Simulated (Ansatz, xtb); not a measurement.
The molecule ZrIn, multiplicity 6 (lowest of 2S+1 = 2, 4, 6 at PBE0/def2-TZVPP; our sources give no spin for the ground state, which may be another). No spin–orbit coupling.

Constants: fifth-degree fit in 1/R to seven points, most abundant isotopes. Runs in def2 and cc sets follow the lowest solution found near the PBE0 minimum.

The values were computed with Ansatz (a program for electronic structure); xtb for the GFN methods. Values without a source in brackets are computed. In def2 rows elements past Kr take small-core potentials, without spin–orbit coupling. The GFN methods have no spin term and hold the electronic entropy of 300 K.

```tsv
level	r_e (Å)	ω_e (cm⁻¹)	B_e (cm⁻¹)	α_e (cm⁻¹)	dipole (D)
GFN1-xTB	2.855	247	0.0410	0.00018	-
SVWN5/def2-TZVPP	2.761	183	0.0438	0.00016	1.92
PBE/def2-TZVPP	2.823	170	0.0420	0.00016	1.98
r2SCAN/def2-TZVPP	2.800	176	0.0426	0.00015	2.54
B97M-V/def2-TZVPP	2.848	167	0.0412	0.00015	1.96
B3LYP/def2-TZVPP	2.818	173	0.0421	0.00015	2.31
PBE0/def2-TZVPP	2.787	182	0.0430	0.00015	2.54
BHLYP/def2-TZVPP	2.781	188	0.0432	0.00013	3.06
CAM-B3LYP/def2-TZVPP	2.766	189	0.0437	0.00015	3.02
wB97X-V/def2-TZVPP	2.751	194	0.0442	0.00018	3.63
wB97M-V/def2-TZVPP	2.752	195	0.0441	0.00016	3.40
```
